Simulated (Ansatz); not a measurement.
Compare A (`CCB(O)S`) with its isomer B (`COB(C)S`).

Program: Ansatz. Geometries: PBE0-D4/def2-TZVP. ΔE: electronic, gas phase. CCSD(T)/CBS is the MP2 limit (def2-TZVPP, def2-QZVPP) plus CCSD(T) − MP2 in def2-TZVPP, frozen cores. Functionals use def2-TZVPP. Each species was taken in one conformer, which may not be the lowest.

A:

```xyz
12

C    -0.790    1.077   -0.959
C    -0.626    0.146    0.236
B     0.752   -0.602    0.315
O     1.683   -0.388   -0.651
S     1.158   -1.761    1.671
H    -0.027    1.857   -0.960
H    -1.768    1.564   -0.956
H    -0.690    0.533   -1.900
H    -0.767    0.701    1.173
H    -1.423   -0.609    0.243
H     2.503   -0.876   -0.543
H    -0.004   -1.641    2.330
```

B:

```xyz
12

C    -0.1401   -0.5819   -1.9847
O    -0.6951   -0.3251   -0.7115
B     0.0470    0.1017    0.3356
C    -0.6569    0.3620    1.7106
S     1.8439    0.3554    0.0916
H    -0.9457   -0.9183   -2.6367
H     0.3076    0.3228   -2.4062
H     0.6246   -1.3623   -1.9288
H    -0.2200   -0.2551    2.5014
H    -0.5338    1.4029    2.0248
H    -1.7253    0.1448    1.6565
H     2.0939    0.7530    1.3474
```

(1) Which isomer does CCSD(T)/CBS put lower? Give the gap. (Best estimate.)

(2) Give E(B) − E(A) in kcal/mol with ωB97M-V, LDA (SPW92), PBE0-D4, MP2/def2-TZVPP, PBE-D4, B2PLYP, BLYP-D4. (An estimate is asked.)

(3) Does the order hold for the free energy at 298.15 K (harmonic terms from PBE0-D4)? (Estimate.)

Largest T1 diagnostic: 0.012.

Answers

(1) Ansatz gave: A, by 9.6 kcal/mol.

(2) Ansatz gave: ωB97M-V 9.1, LDA (SPW92) 8.9, PBE0-D4 9.4, MP2/def2-TZVPP 10.1, PBE-D4 8.8, B2PLYP 8.7, BLYP-D4 7.4. None reverses the order clearly.

(3) The calculation gave: Yes: G(B) − G(A) = +8.7 kcal/mol, for one conformer each. Modes under 60 cm⁻¹, often nearly free rotors, make the harmonic entropy too high.

Leaving LDA and LC-ωPBE aside and taking each functional with its dispersion term where it has one, the values, not all of them listed here, spread over 2.6 kcal/mol, from BLYP-D4 to PBE-QIDH. In def2-TZVPP, CCSD(T) changes the Hartree–Fock value by +1.1 kcal/mol (the triples alone add −0.1 kcal/mol) and MP2 by +2.0 kcal/mol.
